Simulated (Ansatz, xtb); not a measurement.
HOSn+: 3 structures ranked

3 gas-phase structures of HOSn+, found in a search over its isomers (lower ones may exist). Each was relaxed with GFN2-xTB:

A. a triplet given by its coordinates
B. `[OH+]=[Sn]`, a singlet
C. `[O]=[SnH+]`, a singlet

A (Å):

```xyz
3

O    -2.2115   -0.0710   -0.4000
Sn   -1.8084   -0.3244   -2.7578
H    -2.3838    0.0257    0.5639
```

Close contacts (Å): O1–Sn2 2.41, O1–H3 0.98.

**Question.** Make a reasoned guess at their ranking by r2SCAN-D4/def2-SVP single-point energy.

**Answer.** Calculated order at r2SCAN-D4/def2-SVP: B (0.0), A (332.7), C (396.7) kJ/mol.

Energies above the lowest of each column, in kJ/mol; the last columns are at PBE0-D3(BJ)/def2-SVP geometries (a dash: not run or not comparable):

```csv
structure,GFN2-xTB,HF/STO-3G,r2SCAN-D4/def2-SVP,PBE0-D3(BJ)/def2-SVP,CCSD(T)/def2-TZVPP
B,0.0,0.0,0.0,0.0,0.0
A,–,127.1,332.7,322.9,351.5
C,384.5,339.9,396.7,399.3,351.6
```

Every level run on B puts it lowest or level with the lowest. Frequencies (PBE0-D3(BJ)/def2-SVP) were run for B, C alone. GFN2-xTB has no spin polarisation and isn't compared across spin states. Open shells are spin-unrestricted. Large T1 diagnostics make some coupled-cluster values less sure. Atoms past krypton carry core potentials in the def2 sets, without spin–orbit terms.

Programs: Ansatz 0.2.0, xtb 6.7.1.
